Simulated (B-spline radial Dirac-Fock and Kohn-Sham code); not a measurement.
## Run log: Gd

ΔSCF core binding energies without Breit or QED terms, calculated with a radial finite-basis atomic code. Keys: rel is the Hamiltonian (dirac, or spin-free x2c and nr, where L3 and M5 stand for the whole 2p and 3d shells), method is hf or an exchange,correlation pair (spin-unpolarised, also for the hole states), nuc the nuclear model, radius_factor scales its radius, rmax is the box in bohr, h the logarithmic mesh step, order the B-spline order, points the quadrature points per cell, c_factor scales the speed of light, and damp, ndamp, maxit and tol steer the iteration. The run stops when the commutator error falls below 10·tol·max(1, Z/10), or the numerical noise floor, and the energy has settled to about 1e-8 Ha; the virial ratio is −V/T.

Input (task.json):

```json
{"items": [{"Z": 64, "q": 0, "cfg": [[1, 0, 2], [2, 0, 2], [2, 1, 6], [3, 0, 2], [3, 1, 6], [3, 2, 10], [4, 0, 2], [4, 1, 6], [4, 2, 10], [4, 3, 7], [5, 0, 2], [5, 1, 6], [5, 2, 1], [6, 0, 2]], "A": 158, "rrms": 5.1569, "do": "settings", "holes": ["K", "L3", "M5"],
  "settings": [{"rel": "dirac", "method": "hf", "nuc": "fermi", "radius_factor": 1.0, "rmax": 45.0, "h": 0.3, "order": 8, "points": 10, "c_factor": 0.1799, "maxit": 73, "damp": 0.5, "ndamp": 3, "tol": 1e-08}]}]}
```

Command: `python xray2_run.py task.json out`

Ground-state iterations:

```
iter   energy (Ha)        error
   1   -12308.98550792  3.50e+01
   2   -14604.59345774  1.06e+01
   3   -15069.49451206  4.32e+00
   4   -15093.46963261  1.56e+00
   5   -15086.33153629  3.53e-01
   6   -15086.73960835  6.43e-01
   7   -15092.93543358  3.27e-01
   8   -15095.42778335  1.22e-01
   9   -15095.97179930  9.19e-02
  10   -15093.80188495  1.62e-01
  11   -15087.13003797  2.97e-01
  12   -15095.97124594  6.69e-02
  13   -15096.25871968  1.83e-02
  14   -15096.25518915  1.86e-02
  15   -15096.27208863  9.09e-03
  23   -15096.28018235  4.51e-07
```

The ground state converged in 23 iterations, with total energy -15096.28018 Ha, virial ratio 1.16999 and highest orbital energy -1.36 eV. ΔSCF binding energies: K (1s) 27156.0 eV, L3 (2p3/2) 5798.1 eV, M5 (3d5/2) 871.7 eV.

Q: One setting is unsound. Which, and why?

A: c_factor makes c so small that Zα exceeds 1, so any numbers that come out have no meaning. With the default settings (Dirac Hartree-Fock): The ground state converged in 13 iterations, with total energy -11274.20573 Ha, virial ratio 1.91726 and highest orbital energy -5.44 eV. ΔSCF binding energies: K (1s) 50463.8 eV, L3 (2p3/2) 7271.0 eV, M5 (3d5/2) 1199.5 eV.
